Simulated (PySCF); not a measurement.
**Electron correlation in Ag(2+) (silver, charge +2)**

[Kr] 4d8 5p1, one real determinant (an excited configuration). Calculation: PySCF 2.14, in def2-QZVPPD with the def2 core potential (28 electrons) (7s5p4d4f2g, 88 functions); scalar relativity through the core potential. Frozen: 4s2 4p6; 9 electrons correlated.

| level | correlation energy (mhartree) |
| --- | --- |
| CCSD | -253.30 |
| (T) | -7.34 |
| CCSD(T) | -260.64 |

Diagnostics: T1 = 0.0088, D1 = 0.0366, largest double amplitude 0.041.

Problem. Is a single reference adequate?

Solution. Yes, within this model without spin-orbit coupling: T1 lies below 0.03 and no double amplitude reaches 0.07.

The reference is one real determinant that mixes LS terms of this configuration.
